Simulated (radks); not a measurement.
Ga, 31 electrons, occupied as [Ar] 3d10 4p1 5s2 (not the ground configuration). Calculated with a radial shooting solver on a logarithmic mesh with Libxc functionals: scalar-relativistic Kohn-Sham, SOGGA, spin-polarised, spherical densities, point nucleus; open shells are filled with parallel spins first.

Radial electron density D(r) = 4 pi r^2 rho(r):

r (bohr)  D(r) (e/bohr)   spin D(r)
0.003925          3.495   0.0000208
0.004569          4.515   0.0000276
0.005277          5.720   0.0000363
0.006143          7.290   0.0000488
0.007095          9.098   0.0000649
0.00826           11.38   0.0000888
0.009539          13.92    0.000121
0.0111            16.99    0.000171
0.01293           20.42    0.000245
0.01493           23.90    0.000352
0.01738           27.66    0.000525
0.02007           31.07    0.000777
0.02337           34.23     0.00119
0.02699           36.48     0.00178
0.03142           37.79     0.00272
0.03628           37.84     0.00403
0.04224           36.68     0.00601
0.04878           34.74     0.00857
0.05679           32.44      0.0121
0.06559           30.84      0.0161
0.07635           30.60      0.0207
0.08889           32.36      0.0249
0.1027            35.69      0.0273
0.1195            39.91      0.0267
0.138             43.04      0.0219
0.1607            43.72      0.0119
0.1856            41.04   -0.000701
0.216             35.23     -0.0137
0.2495            28.68     -0.0206
0.2904            23.22     -0.0176
0.3354            21.12    -0.00454
0.3905            22.22      0.0147
0.4546            24.92      0.0286
0.525             26.61      0.0274
0.6112            25.78     0.00945
0.7058            22.40     -0.0134
0.8217            17.19     -0.0231
0.949             12.10    0.000997
1.105             7.659      0.0726
1.276             4.692       0.178
1.485             2.740       0.305
1.715             1.677       0.407
1.997             1.038       0.464
2.306            0.6822       0.454
2.685            0.4608       0.386
3.126            0.3675       0.288
3.61             0.3818       0.195
4.202            0.4488       0.105
4.853            0.4961      0.0451
5.65             0.4731      0.0114
6.525            0.3700    -0.00132
7.596            0.2201    -0.00388
8.772            0.1062    -0.00269
10.21           0.03903    -0.00126
11.79           0.01174   -0.000464
13.73          0.002437   -0.000114
15.86         0.0004025  -0.0000217

D(r) has 4 maxima, at r = 0.0340, 0.153, 0.542, 5.05 bohr, and minima at 0.0722, 0.341, 3.25 bohr, inside which lie 2.09, 10.91, 28.90 electrons.
